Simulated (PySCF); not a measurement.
An equivalent PySCF input for Br²⁺ (bromine, charge +2), [Ar] 3d10 4s2 4p3, high-spin 4S determinant, with the spin-free X2C one-electron Hamiltonian (Gaussian nucleus):

```python
from pyscf import gto, scf, dft, mp, cc
import basis_set_exchange as bse
mol = gto.M(atom="Br 0 0 0", charge=2, spin=3, symmetry="D2h",
            basis=gto.basis.parse(bse.get_basis("aug-cc-pVTZ-DK", elements=["Br"], fmt="nwchem")),
            nucmod="G")
mf = dft.UKS(mol, xc="M06").sfx2c1e()
mf.irrep_nelec = {'Ag': (6, 6), 'B1g': (1, 1), 'B2g': (1, 1), 'B3g': (1, 1), 'B1u': (3, 2), 'B2u': (3, 2), 'B3u': (3, 2)}
mf.kernel()
```

It reaches the same state as the run whose output follows, with an energy that differs only through the grid. The run itself started from symmetry-adapted Hartree-Fock orbitals and held the occupation by maximum overlap, on a logarithmic radial grid, so the iterations belong to that start.

```
SCF conv_tol = 1e-09
number electrons alpha = 18  beta = 15
XC functionals = M06
    Y. Zhao and D. G. Truhlar.,  Theor. Chem. Acc. 120, 215 (2008)
    Y. Zhao and D. G. Truhlar.,  Theor. Chem. Acc. 120, 215 (2008)
cycle= 1 E= -2605.01329907857  delta_E= -0.0044  |g|= 0.0569  |ddm|= 0.151
cycle= 2 E= -2605.01356456149  delta_E= -0.000265  |g|= 0.0307  |ddm|= 0.0688
cycle= 3 E= -2605.01368771292  delta_E= -0.000123  |g|= 0.000948  |ddm|= 0.0254
cycle= 4 E= -2605.01368790168  delta_E= -1.89e-07  |g|= 4.29e-05  |ddm|= 0.00131
cycle= 5 E= -2605.01368790242  delta_E= -7.34e-10  |g|= 2.45e-06  |ddm|= 0.000159
converged SCF energy = -2605.01368790242  <S^2> = 3.7502245  2S+1 = 4.0001123
```
